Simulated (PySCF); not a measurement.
# Molecular orbitals of BeS⁺

r²SCAN at R = 1.854 Å; basis Be jorge-DZP-DKH, S jorge-DZP-DKH; spin-free X2C with a Gaussian nucleus; PySCF 2.14. State: ²Π (doublet), unpaired electrons π ↑. Only the outer orbitals are listed, counted within each symmetry.

| spin | orbital | occ. | ε (eV) | on Be (%) | main shells (%) |
| --- | --- | --- | --- | --- | --- |
| α | 5σ | 1 | -25.04 | 16 | 83 S s |
| α | 6σ | 1 | -15.44 | 31 | 60 S p, 24 Be s, 9 S s |
| α | 2π | 1 | -14.66 | 13 | 87 S p, 10 Be p |
| α | 2π | 1 | -13.37 | 16 | 84 S p, 13 Be p |
| α | 7σ | 0 | -10.26 | 92 | 59 Be s, 33 Be p |
| α | 3π | 0 | -7.74 | 88 | 89 Be p, 9 S p |
| α | 3π | 0 | -7.36 | 85 | 86 Be p, 12 S p |
| β | 5σ | 1 | -23.66 | 19 | 80 S s, 9 Be s, 9 Be p |
| β | 6σ | 1 | -15.01 | 31 | 59 S p, 24 Be s, 10 S s |
| β | 2π | 1 | -12.98 | 20 | 80 S p, 17 Be p |
| β | 2π | 0 | -11.99 | 22 | 78 S p, 19 Be p |
| β | 7σ | 0 | -10.16 | 92 | 56 Be s, 35 Be p |
| β | 3π | 0 | -7.51 | 82 | 82 Be p, 16 S p |

Q: Which are the highest filled and the lowest empty level, where do they sit, and how wide is the gap?

A: Highest filled β 2π at -12.98 eV (in %: 80 S p, 17 Be p); lowest empty β 2π at -11.99 eV (in %: 78 S p, 19 Be p); the gap at r²SCAN is 0.99 eV. Both belong to one degenerate shell, split only by its one-sided filling, so this is no excitation gap.

- bond order (Mayer): 1.87
- ⟨S²⟩: 0.756
- charge on Be (Mulliken, basis-dependent): 0.55
- charge on Be (Löwdin, basis-dependent): 0.39
- dipole moment (positive dipole points towards S; it is taken about the centre of mass and depends on that origin): -7.50 D

The state was picked by a PBE0 search and need not be the measured ground state.
